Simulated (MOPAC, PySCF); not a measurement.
C₆H₁₄B₂, SMILES `C1CC[C@H]([C@@H](B)C1)B`, neutral singlet in the gas phase. 

Z-matrix (Å, degrees):
```
C
H 1 1.1209
C 1 1.5381 2 108.62
H 3 1.1021 1 110.48 2 -61.20
H 3 1.1058 4 106.84 1 -119.48
C 3 1.5329 4 110.29 5 -118.22
H 6 1.1026 3 110.52 4 58.71
H 6 1.1068 7 106.35 3 117.94
C 6 1.5324 7 110.31 8 118.31
H 9 1.1029 6 110.35 7 -59.13
H 9 1.1059 10 106.39 6 -117.95
C 9 1.5327 10 110.31 11 -117.86
H 12 1.1020 9 110.45 10 59.45
H 12 1.1068 13 106.12 9 118.11
C 12 1.5404 13 110.30 14 117.15
H 15 1.1253 12 106.58 13 60.63
B 15 1.5549 16 96.54 12 120.82
H 17 1.2094 15 120.31 16 85.27
H 17 1.2095 18 118.53 15 174.15
B 1 1.5584 2 95.83 3 -119.90
H 20 1.2094 1 120.98 2 86.71
H 20 1.2106 21 118.44 1 174.78
```
Charge 0, multiplicity 1.

All levels are single points at this geometry (B3LYP-D3(BJ)/def2-SVP); Pople sets use spherical d functions. Orbital energies aren't observables, and empty levels follow the basis.

B3LYP/6-311+G** in PySCF gives gap (eV) = 6.25.

Problem. Estimate the gap (eV) from each of these levels: B3LYP-D3(BJ)/def2-TZVP in PySCF; PBE-D3(BJ)/def2-TZVP in PySCF; B3LYP/6-31G* in PySCF; M06-2X/6-31G* in PySCF; HF/STO-3G in PySCF; AM1 in MOPAC; PM3 in MOPAC; PM7 in MOPAC.

Solution. 
| level | gap (eV) |
|---|---|
| B3LYP-D3(BJ)/def2-TZVP in PySCF | 6.26 |
| PBE-D3(BJ)/def2-TZVP in PySCF | 4.35 |
| B3LYP/6-31G* in PySCF | 6.45 |
| M06-2X/6-31G* in PySCF | 9.00 |
| HF/STO-3G in PySCF | 16.78 |
| AM1 in MOPAC | 12.17 |
| PM3 in MOPAC | 11.73 |
| PM7 in MOPAC | 9.87 |
